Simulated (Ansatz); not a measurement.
Consider the ligand exchange at the Sn–O bond: `[CH3][SnH]([OH])[SH]` + H–F → `[CH3][SnH]([F])[SH]` + H₂O.

Isolated molecules relaxed with PBE0-D4/def2-TZVP in Ansatz; ΔE leaves out vibrations. CBS: MP2 limit from def2 TZ/QZ plus the TZ coupled-cluster correction, frozen cores. This one scheme is used for every species. DFT in def2-TZVPP. Elements past krypton have def2 core potentials. For Sn outer-core shells are correlated without core-valence functions, which leaves a few kJ/mol of doubt a bond. One conformer a species, not always the lowest.

```tsv
species	r2SCAN0-D4 energy (Eh)
`[CH3][SnH]([OH])[SH]`	-729.48677
H–F	-100.43391
`[CH3][SnH]([F])[SH]`	-753.52383
H₂O	-76.41199
```

(1) Work out ΔE.

Largest T1 diagnostic among the species: 0.013.

Answers

(1) ΔE = (-753.52383) + (-76.41199) − (-729.48677) − (-100.43391) = -0.01514 Eh = -39.8 kJ/mol. CCSD(T)/CBS gives -35.5 kJ/mol.

In def2-TZVPP, CCSD(T) changes the Hartree–Fock value by +13.2 kJ/mol (the triples alone add +1.7 kJ/mol) and MP2 by +16.6 kJ/mol. The D4 term adds +3.3 kJ/mol with B3LYP and +1.9 kJ/mol with PBE0; it sums over pairs of atoms, weighted by their polarisabilities, and B3LYP, whose exchange is more repulsive, gets the larger term. Leaving LDA and LC-ωPBE aside and taking each functional with its dispersion term where it has one, the values, not all of them listed here, spread over 10.3 kJ/mol, from B97M-V to PBE-QIDH. LDA lies +5.7 kJ/mol from PBE without D4.

B3LYP here is the variant with VWN-RPA as its local correlation; programs differ in this.
